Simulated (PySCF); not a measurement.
**Energy of Cd (cadmium, neutral) between two integer charges**

The 5s beta orbital of [Kr] 4d10 5s2 is emptied in steps (occupation f), with all orbitals relaxed, ending at [Kr] 4d10 5s1. Calculation: PySCF 2.14, in aug-cc-pVTZ-PP with ECP28MDF; scalar relativity through the core potential. The exact energy is a straight line in f; departures are measured from the line between the end points of the same method.

| f | PBE0 (eV) | r2SCAN (eV) | LC-wPBE (eV) |
| --- | --- | --- | --- |
| 1 | 0.000 | 0.000 | 0.000 |
| 0.9 | -0.219 | -0.272 | 0.000 |
| 0.7 | -0.513 | -0.637 | 0.000 |
| 0.5 | -0.613 | -0.757 | -0.002 |
| 0.3 | -0.517 | -0.635 | -0.004 |
| 0.1 | -0.221 | -0.272 | -0.003 |
| 0 | 0.000 | 0.000 | 0.000 |

```tsv
method	E(f=0) − E(f=1) (eV)	−ε at f=1 (eV)	−ε at f=0.5 (eV)
PBE0	8.821	6.397	8.809
r2SCAN	8.952	5.930	8.971
LC-wPBE	8.550	8.553	8.538
```

Orbital energy along the path (eV):

```
  f     PBE0   r2SCAN  LC-wPBE
  1   -6.397   -5.930   -8.553
0.9   -6.872   -6.529   -8.551
0.7   -7.833   -7.733   -8.545
0.5   -8.809   -8.971   -8.538
0.3   -9.800  -10.155   -8.543
0.1  -10.794  -11.375   -8.573
  0  -11.266  -11.973   -8.593
```

Reference removal energy between the ground levels: 8.994 eV (measured; NIST Atomic Spectra Database, ionization energies).
